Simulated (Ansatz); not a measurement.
Program: Ansatz. Geometries: PBE0-D4/def2-TZVP. ΔE: electronic, gas phase. CBS: MP2 limit from def2 TZ/QZ plus the TZ coupled-cluster correction, frozen cores. Functionals use def2-TZVPP. For Br outer-core shells are correlated without core-valence functions, which leaves a few kJ/mol of doubt a bond. Scalar relativity is left out up to krypton. One conformer a species, not always the lowest.

Reaction (redistribution): `[CH3][Al]([OH])[Br]` + `[SiH3]OCS` → `[CH3][Al]([SH])[Br]` + `OCO[SiH3]`

| level | ΔE (kJ/mol) |
| --- | --- |
| BLYP-D4 | 38.6 |
| r2SCAN-D4 | 30.5 |
| PBE-QIDH | 28.6 |
| revPBE | 27.6 |
| BLYP | 37.6 |
| r2SCAN0 | 28.5 |
| LC-ωPBE | 30.6 |
| RPA@PBE/def2-TZVPP | 31.8 |

Q: What does CCSD(T)/CBS give? (An estimate is asked.)

A: Ansatz gave: +34.6 kJ/mol. The listed levels differ from it by 4.0, -4.1, -6.0, -7.0, 3.0, -6.1, -4.0, -2.8 kJ/mol.

Largest T1 diagnostic among the species: 0.012.

Leaving LDA and LC-ωPBE aside and taking each functional with its dispersion term where it has one, the values, not all of them listed here, spread over 13.6 kJ/mol, from HSE06-D4 to BLYP-D4. From BLYP to BHLYP (50 % exact exchange), in def2-TZVPP and without D4, ΔE moves by −5.2 kJ/mol.
